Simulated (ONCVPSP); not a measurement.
Fe, ONCV: configuration errors across variants

```json
{
 "Element": "Fe (Z = 26)",
 "Generator": "ONCVPSP 4.0.1",
 "Type": "optimised norm-conserving Vanderbilt (ONCV)",
 "Functional": "LDA (Perdew-Zunger)",
 "Relativity": "scalar-relativistic",
 "Frozen core": "[Ar]",
 "Valence charge": "8",
 "Reference configuration": "3d6 4s2",
 "Partial waves": "4s: rc 1.90 bohr, ncon 4, nbas 7, qcut 4.2 1/bohr, 2 projectors, debl 2.8 Ha; p scattering state at 0.44 Ha: rc 2.00 bohr, ncon 4, nbas 9, qcut 4.5 1/bohr, 3 projectors, debl 1.2 Ha; 3d: rc 1.30 bohr, ncon 3, nbas 8, qcut 13.5 1/bohr, local",
 "Local potential": "the d channel",
 "Core correction": "Teter function, fcfact 5.5, rcfact 1.75"
}
```

All-electron excitation energies from the reference (eV): (1) 3d6 4s1 8.981; (2) 3d6 4s0 25.473; (3) 3d5 4s0 60.002.

2 further variants failed, have other tests or too few solved ones, and are left out.

A true bound ghost makes a file unfit for plane-wave use even where its test errors are small: the radial tests pick states by their node count and pass the ghost by.

Errors AE − PS in meV (a dash: test not solved or not reliable):

```tsv
change	(1)	(2)	(3)	bound ghosts	GHOST(+) flags above zero
base	-47	-337	-849	s, p	s, p
s: qcut 2.8; p: qcut 3; d: qcut 9.1	-46	-329	-882	s, p	p
s: qcut 4.1; p: qcut 4.4; d: qcut 13.3	-47	-337	-849	s, p	s, p
s: qcut 4.7; p: qcut 5; d: qcut 15	-47	-337	-849	s, p	s
```

Task: Give the same row for: s: qcut 3.6; p: qcut 3.9; d: qcut 11.6.

Result: -47, -337, -854; bound ghosts: s, p; GHOST(+) flags above zero: p.
